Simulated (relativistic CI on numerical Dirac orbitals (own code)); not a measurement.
**Magnetism of Pt²⁺, 5d8, in a crystal field**

Calculated by Dirac-Coulomb-Breit CI, KLI orbitals optimised for each configuration, model QED, valence Slater integrals scaled by 0.85, one configuration in a parametric crystal field (own radial code).

Field parameters in Wybourne normalisation: D3d B²₀ = −7Dσ, B⁴₀ = −14Dq − 21Dτ, B⁴₃ = −14√(10/7) Dq; D4h B²₀ = −7Ds, B⁴₀ = 21(Dq − Dt), B⁴₄ = 21√(5/14) Dq; Td as Oh with Dq negative (B⁴₀ = 21Dq, B⁴₄ = √(5/14) B⁴₀). The field is a parameter set, without covalency.

S is read from ⟨S²⟩ = S(S + 1).

Powder χT (cm³ K mol⁻¹) by Van Vleck's formula, with temperature-independent terms:

```csv
Field,2 K,5 K,10 K,20 K,50 K,100 K,200 K,300 K
"D3d, 10Dq = 28250, Dσ = 1020, Dτ = -500 cm⁻¹",0.445,1.02,1.38,1.52,1.56,1.57,1.58,1.59
"D4h, 10Dq = 9350, Ds = 2300, Dt = 120 cm⁻¹",1.15,1.23,1.35,1.59,2,2.19,2.29,2.33
"D4h, 10Dq = 15700, Ds = 1720, Dt = 690 cm⁻¹",0.04,0.1,0.2,0.4,0.989,1.65,2.04,2.14
"D4h, 10Dq = 26000, Ds = 2590, Dt = 730 cm⁻¹",0.0655,0.164,0.328,0.654,1.33,1.62,1.71,1.74
"D4h, 10Dq = 29350, Ds = 1300, Dt = 280 cm⁻¹",0.269,0.667,1.14,1.44,1.54,1.56,1.57,1.58
"Td, 10Dq = -4600 cm⁻¹",0.0101,0.0251,0.0503,0.101,0.251,0.503,1,1.49
"Td, 10Dq = -9900 cm⁻¹",0.00565,0.0141,0.0282,0.0565,0.141,0.282,0.565,0.847
"Td, 10Dq = -12250 cm⁻¹",0.00492,0.0123,0.0246,0.0492,0.123,0.246,0.492,0.737
```

(1) For D4h, 10Dq = 15700, Ds = 1720, Dt = 690 cm⁻¹: what effective moment follows at 300 K?

Results:

(1) μ_eff = √(8χT) = 4.14 μB. The ground level has S = 0.99; the spin-only moment for S = 1 is 2.83 μB. The difference comes from the orbital moment, spin-orbit mixing of terms and temperature-independent paramagnetism, all larger in this ionic model than in covalent complexes. The ground level is a non-magnetic singlet, so χT starts at zero and rises through temperature-independent paramagnetism and the filling of excited levels.
